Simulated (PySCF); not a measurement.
CH4S2Zn. Atoms are numbered in the order given.

```xyz
8

Zn    -0.1758     0.2036     0.2588
S     -1.6661     1.7833     0.4114
H     -2.6895     0.8991     0.4451
S      1.3189    -1.3656     0.1075
C      1.4833    -1.5035    -1.7097
H      0.5437    -1.8078    -2.1914
H      2.2303    -2.2878    -1.8960
H      1.8466    -0.5725    -2.1666
```
Charge 0, spin multiplicity 1.

Geometry: PBE0-D3(BJ)/def2-SVP. The structure was generated by enumeration; whether it is a known compound was not checked. Other conformers were not sampled.

These are TDDFT-PBE0/def2-SVPD (PySCF) values and carry that method's errors.

Vertical excitations. 

```csv
state,energy (eV),λ (nm),f,main pairs
S1,4.57,271,0.015,HOMO→LUMO 96 %
S2,4.93,251,0.004,HOMO→LUMO+1 96 %
S3,5.11,243,0.034,HOMO−1→LUMO 97 %
S4,5.37,231,0.011,"HOMO→LUMO+2 81 %, HOMO−2→LUMO 16 %"
S5,5.67,219,0.000,HOMO−1→LUMO+2 91 %
S6,5.79,214,0.002,HOMO−1→LUMO+1 74 %
S7,6.12,202,0.008,HOMO−2→LUMO+1 91 %
S8,6.32,196,0.068,HOMO−2→LUMO+2 87 %
S9,6.37,195,0.560,"HOMO−2→LUMO 56 %, HOMO−1→LUMO+1 11 %, HOMO−2→LUMO+2 10 %, HOMO→LUMO+2 9 %"
S10,6.49,191,0.012,HOMO−1→LUMO+3 85 %
T1,4.26,291,0,HOMO→LUMO 96 %
T2,4.64,267,0,HOMO→LUMO+1 94 %
T3,4.73,262,0,HOMO−1→LUMO 96 %
T4,4.85,255,0,HOMO→LUMO+2 91 %
```
Triplets are in the Tamm–Dancoff approximation, which puts them higher than full response would, so one can lie above its singlet here.
